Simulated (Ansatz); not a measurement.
Method: frozen-core CCSD(T)/cc-pVQZ // PBE0-D3(BJ)/def2-TZVP run with Ansatz (an electronic-structure program). The restricted HF reference is unstable towards unrestricted orbitals.

Ansatz 0.2 input:
```yaml
crystal:
  periodic: [false, false, false]
  atoms:
    - { symbol: Si, position_ang: [-1.284199, 0.170533, -0.456164] }
    - { symbol: Si, position_ang: [0.839985, 0.00606, 0.158448] }
    - { symbol: Cl, position_ang: [2.222358, -0.991529, -0.955243] }
    - { symbol: Cl, position_ang: [1.808839, 1.503167, 1.141525] }
    - { symbol: H, position_ang: [-1.945251, 0.571436, 0.825229] }
    - { symbol: H, position_ang: [-1.64173, -1.259668, -0.713796] }
basis:
  gaussian: { orbitals: cc-pVQZ }
correlation:
  method: ccsd_t
```

Output:

```
Functional definition: HF
1773 factors; integrals over basis functions are off by at most 7.5e-4 eV
mean field evaluation 1: about -40764.9405 eV, gradient 1.8e1 eV
mean field evaluation 2: about -40765.0551 eV, gradient 1.8e1 eV
mean field evaluation 4: about -40766.3735 eV, gradient 2.6e0 eV
mean field evaluation 8: about -40766.4214 eV, gradient 2.0e-1 eV
mean field evaluation 16: about -40766.4220 eV, gradient 2.2e-6 eV
mean field -40766.42195164 eV, -1498.1383742497 hartree, gradient 2.2e-6 eV, S^2 0.000000; 0 other end points of the search recorded, 0 dependent functions left out; unrestricted orbitals would lower it
20 core orbitals not correlated
reference -40766.42195164 eV, -1498.1383742497 hartree; 12, 12 occupied and 264, 264 virtual orbitals, 1773 factors
second order -18.09319507 eV of doubles, -0.00000000 eV of singles
cycle   1  -18.85719475 eV  change   -7.6e-1 eV  update   1.1e-1
cycle   2  -19.31743965 eV  change   -4.6e-1 eV  update   3.6e-2
cycle   3  -19.43968754 eV  change   -1.2e-1 eV  update   2.2e-2
cycle   4  -19.42113714 eV  change    1.9e-2 eV  update   7.6e-3
cycle   5  -19.41827118 eV  change    2.9e-3 eV  update   4.0e-3
cycle   6  -19.41992216 eV  change   -1.7e-3 eV  update   1.5e-3
cycle   7  -19.41989933 eV  change    2.3e-5 eV  update   7.7e-4
cycle   8  -19.42014870 eV  change   -2.5e-4 eV  update   2.5e-4
cycle   9  -19.42021131 eV  change   -6.3e-5 eV  update   9.6e-5
cycle  10  -19.42013361 eV  change    7.8e-5 eV  update   3.0e-5
cycle  11  -19.42015111 eV  change   -1.8e-5 eV  update   1.3e-5
cycle  12  -19.42015683 eV  change   -5.7e-6 eV  update   4.4e-6
perturbative correction -1.03409277 eV, -0.0380022085 hartree
Total energy: -40786.87620124 eV, -1498.8900540581 hartree
```

Cost: very roughly 4 core-minutes.
